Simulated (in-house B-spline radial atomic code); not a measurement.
Configurations of La3+, with energies counted from [Kr] 4d10 5s2 5p6. Computed with an all-electron radial atomic-structure program (B-spline basis): scalar-relativistic (X2C) BHandHLYP, spin-polarised, spherical fractional occupations, exact exchange averaged over the configuration, Fermi nucleus of rms radius 4.855 fm. Shells without spins written out take the highest spin.

Occupations are held fixed; configurations that lie above the ionisation limit could autoionise.

```json
{"configuration": "[Kr] 4d10 4f1 5s2 5p5", "E - E(ref) (eV)": "19.066", "highest orbital": "4f up", "its <r> (bohr)": "1.173"}
{"configuration": "[Kr] 4d10 5s2 5p5 6d1", "E - E(ref) (eV)": "36.074", "highest orbital": "6d up", "its <r> (bohr)": "5.068"}
{"configuration": "[Kr] 4d10 5s1 5p6 6f1", "E - E(ref) (eV)": "61.01", "highest orbital": "6f up", "its <r> (bohr)": "7.718"}
{"configuration": "[Kr] 4d9 5s2 5p6 6f1", "E - E(ref) (eV)": "129.48", "highest orbital": "6f up", "its <r> (bohr)": "7.585"}
{"configuration": "[Ar] 3d10 4s2 4p5 4d10 5s2 5p6 5d1", "E - E(ref) (eV)": "211.45", "highest orbital": "5d up", "its <r> (bohr)": "2.269"}
{"configuration": "[Ar] 3d9 4s2 4p6 4d10 5s2 5p6 6s1", "E - E(ref) (eV)": "849.96", "highest orbital": "6s up", "its <r> (bohr)": "3.307"}
```

Order these further configurations by energy, lowest first.
A. [Kr] 4d9 5s2 5p6 5d1
B. [Ar] 3d10 4s2 4p5 4d10 5s2 5p6 6p1
C. [Ar] 3d9 4s2 4p6 4d10 5s2 5p6 6p1
D. [Ar] 3d9 4s2 4p6 4d10 5s2 5p6 5f1
E. [Ar] 3d9 4s2 4p6 4d10 4f1 5s2 5p6

A (108.32 eV), B (220.59 eV), E (836.53 eV), C (854.71 eV), D (861.81 eV).

How far above the reference does [Kr] 4d10 5s2 5p5 5d1 lie?

21.18 eV; its least bound orbital is 5d up with <r> = 2.337 bohr.
